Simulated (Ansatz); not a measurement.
Geometry optimisation, RHF/6-31G* (Ansatz 0.2.0).

Input file:

```yaml
crystal:
  periodic: [false, false, false]
  atoms:
    - { symbol: B, position_ang: [0.0, 0.0, 0.0] }
    - { symbol: O, position_ang: [0.0, 0.0, 1.41] }
    - { symbol: H, position_ang: [-0.9095, -0.2814, 1.7471] }
    - { symbol: Cl, position_ang: [1.6108, 0.0, -0.93] }
    - { symbol: F, position_ang: [-1.1431, 0.0, -0.66] }
basis:
  gaussian: { orbitals: "6-31G*" }
hamiltonian:
  xc: hf
relax:
  f_tol: 0.02
  max_steps: 40
```

Command:

```bash
$ ansatz run input.yaml --threads 1 --pin off --max-ram 2048MiB --backend cpu --events-out ev --progress --plain --runs-dir out
```

Question: Where does it end, and by what steps?

Answer: The run converged. After 6 steps the energy has fallen by 0.401 eV; O2 moved furthest, 0.13 Å.

```json
{"step": "0", "energy less start (eV)": "0.0000", "largest force component (eV/Å)": "2.506", "accepted": "yes"}
{"step": "1", "energy less start (eV)": "-0.3225", "largest force component (eV/Å)": "1.888", "accepted": "yes"}
{"step": "2", "energy less start (eV)": "-0.3733", "largest force component (eV/Å)": "0.960", "accepted": "yes"}
{"step": "3", "energy less start (eV)": "-0.3824", "largest force component (eV/Å)": "0.635", "accepted": "yes"}
{"step": "4", "energy less start (eV)": "-0.3776", "largest force component (eV/Å)": "0.639", "accepted": "no"}
{"step": "5", "energy less start (eV)": "-0.4011", "largest force component (eV/Å)": "0.031", "accepted": "yes"}
{"step": "6", "energy less start (eV)": "-0.4011", "largest force component (eV/Å)": "0.007", "accepted": "yes"}
```

```xyz
5
Properties=species:S:1:pos:R:3
B 0.007 -0.036 0.018
O 0.005 -0.117 1.348
H -0.866 -0.159 1.724
Cl 1.529 0.050 -0.858
F -1.117 -0.020 -0.664
```

Time of the run: 11 s on 1 thread of Intel(R) Xeon(R) Platinum 8259CL CPU @ 2.50GHz (Skylake/Cascade Lake), with other jobs on the host, peak memory 0.15 GiB.
